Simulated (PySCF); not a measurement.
C₄H₈O₂ (SMILES C1COCCO1), singlet, at a GFN2-xTB geometry; DF-REVPBE/cc-pVDZ in PySCF.

Input for PySCF:
```python
from pyscf import gto, scf, dft

mol = gto.Mole()
mol.atom = '''
    C     1.247602    0.545664   -0.003314
    C     0.930822   -0.856959    0.503451
    O    -0.159910   -1.431509   -0.194484
    C    -1.079178   -0.471116   -0.683883
    C    -1.099246    0.782410    0.183746
    O     0.159910    1.431509    0.194484
    H     2.096931    0.966806    0.539985
    H     1.501618    0.498592   -1.072649
    H     1.784703   -1.521487    0.351185
    H     0.705205   -0.813945    1.579306
    H    -0.818025   -0.196019   -1.716519
    H    -2.060881   -0.950849   -0.687076
    H    -1.820753    1.505531   -0.204094
    H    -1.388798    0.511371    1.209863
'''
mol.basis = 'cc-pvdz'
mol.charge = 0
mol.spin = 0
mol.verbose = 4
mol.build()

mf = dft.RKS(mol)
mf.xc = 'revpbe'
mf = mf.density_fit(auxbasis='def2-universal-jkfit')
mf.kernel()
```

Write the output that PySCF gives for this input, abridged.


```
PySCF version 2.14.0

[INPUT] verbose = 4
[INPUT] num. atoms = 14
[INPUT] num. electrons = 48
[INPUT] charge = 0
[INPUT] spin (= nelec alpha-beta = 2S) = 0
[INPUT] symmetry False subgroup None
[INPUT] Mole.unit = angstrom
[INPUT] Symbol           X                Y                Z      unit          X                Y                Z       unit  Magmom
[INPUT]  1 C      1.247602000000   0.545664000000  -0.003314000000 AA    2.357626092460   1.031155516035  -0.006262552377 Bohr   0.0
[INPUT]  2 C      0.930822000000  -0.856959000000   0.503451000000 AA    1.758998650720  -1.619417809981   0.951384507138 Bohr   0.0
[INPUT]  3 O     -0.159910000000  -1.431509000000  -0.194484000000 AA   -0.302186104579  -2.705159954850  -0.367521495610 Bohr   0.0
[INPUT]  4 C     -1.079178000000  -0.471116000000  -0.683883000000 AA   -2.039350859656  -0.890280212901  -1.292351571246 Bohr   0.0
[INPUT]  5 C     -1.099246000000   0.782410000000   0.183746000000 AA   -2.077273883524   1.478540617121   0.347229616484 Bohr   0.0
[INPUT]  6 O      0.159910000000   1.431509000000   0.194484000000 AA    0.302186104579   2.705159954850   0.367521495610 Bohr   0.0
[INPUT]  7 H      2.096931000000   0.966806000000   0.539985000000 AA    3.962625292110   1.826998555586   1.020423761373 Bohr   0.0
[INPUT]  8 H      1.501618000000   0.498592000000  -1.072649000000 AA    2.837646763717   0.942202327899  -2.027012837789 Bohr   0.0
[INPUT]  9 H      1.784703000000  -1.521487000000   0.351185000000 AA    3.372599883690  -2.875193732086   0.663643469055 Bohr   0.0
[INPUT] 10 H      0.705205000000  -0.813945000000   1.579306000000 AA    1.332644311674  -1.538133130459   2.984455806882 Bohr   0.0
[INPUT] 11 H     -0.818025000000  -0.196019000000  -1.716519000000 AA   -1.545843213047  -0.370422225211  -3.243750797612 Bohr   0.0
[INPUT] 12 H     -2.060881000000  -0.950849000000  -0.687076000000 AA   -3.894500665320  -1.796844195817  -1.298385466762 Bohr   0.0
[INPUT] 13 H     -1.820753000000   1.505531000000  -0.204094000000 AA   -3.440724510480   2.845041262043  -0.385681763667 Bohr   0.0
[INPUT] 14 H     -1.388798000000   0.511371000000   1.209863000000 AA   -2.624447862344   0.966351138045   2.286309718245 Bohr   0.0

nuclear repulsion = 264.941786692219
number of shells = 54
number of NR pGTOs = 212
number of NR cGTOs = 124
basis = cc-pvdz
ecp = {}

******** <class 'pyscf.df.df_jk.DFRKS'> ********
method = DFRKS
initial guess = minao
damping factor = 0
level_shift factor = 0
DIIS = <class 'pyscf.scf.diis.CDIIS'>
diis_start_cycle = 1
diis_space = 8
diis_damp = 0
SCF conv_tol = 1e-09
SCF conv_tol_grad = None
SCF max_cycles = 50
direct_scf = False
XC library pyscf.dft.libxc version 7.1.2
    S. Lehtola, C. Steigemann, M. J. T. Oliveira, and M. A. L. Marques,  SoftwareX 7, 1–5 (2018)
XC functionals = revpbe
    Y. Zhang and W. Yang,  Phys. Rev. Lett. 80, 890 (1998)
    J. P. Perdew, K. Burke, and M. Ernzerhof,  Phys. Rev. Lett. 77, 3865 (1996)
    J. P. Perdew, K. Burke, and M. Ernzerhof,  Phys. Rev. Lett. 78, 1396 (1997)
radial grids:
    Treutler-Ahlrichs [JCP 102, 346 (1995); DOI:10.1063/1.469408] (M4) radial grids

becke partition: Becke, JCP 88, 2547 (1988); DOI:10.1063/1.454033
pruning grids: <function nwchem_prune>
grids dens level: 3
symmetrized grids: False
atomic radii adjust function: <function treutler_atomic_radii_adjust>
small_rho_cutoff = 0
Set gradient conv threshold to 3.16228e-05
Initial guess from minao.
tot grids = 163104
init E= -308.167008951998
  HOMO = -0.304491504713367  LUMO = -0.00749941086895323  gap/eV = 8.08157
cycle= 1 E= -307.438801975429  delta_E= 0.728  |g|= 0.79  |ddm|= 3.52
  HOMO = -0.0618867214472501  LUMO = 0.0517514434820048  gap/eV = 3.09225
cycle= 2 E= -307.09837420689  delta_E= 0.34  |g|= 1.53  |ddm|= 2.61
  HOMO = -0.190926340311596  LUMO = 0.0442393386236128  gap/eV = 6.39918
cycle= 3 E= -307.5579169187  delta_E= -0.46  |g|= 0.141  |ddm|= 1.91
  HOMO = -0.19680667803967  LUMO = 0.0369522388731753  gap/eV = 6.36090
cycle= 4 E= -307.561812982324  delta_E= -0.0039  |g|= 0.0546  |ddm|= 0.15
  HOMO = -0.19189449827575  LUMO = 0.0392393386021661  gap/eV = 6.28947
cycle= 5 E= -307.562514717907  delta_E= -0.000702  |g|= 0.0167  |ddm|= 0.0645
  HOMO = -0.192924184600425  LUMO = 0.0388640072817963  gap/eV = 6.30728
cycle= 6 E= -307.562577797556  delta_E= -6.31e-05  |g|= 0.00131  |ddm|= 0.0141
  HOMO = -0.192850850258855  LUMO = 0.0389211383369177  gap/eV = 6.30684
cycle= 7 E= -307.562578282722  delta_E= -4.85e-07  |g|= 0.000136  |ddm|= 0.00163
  HOMO = -0.192863320036793  LUMO = 0.0389210739540333  gap/eV = 6.30717
cycle= 8 E= -307.562578288151  delta_E= -5.43e-09  |g|= 1.09e-05  |ddm|= 0.000177
  HOMO = -0.192865319743444  LUMO = 0.0389199170327803  gap/eV = 6.30720
cycle= 9 E= -307.562578288187  delta_E= -3.59e-11  |g|= 4.04e-06  |ddm|= 1.96e-05
  HOMO = -0.192865339787036  LUMO = 0.0389199285211901  gap/eV = 6.30720
Extra cycle  E= -307.562578288178  delta_E= 8.64e-12  |g|= 8.21e-06  |ddm|= 1.05e-05
converged SCF energy = -307.562578288178
```
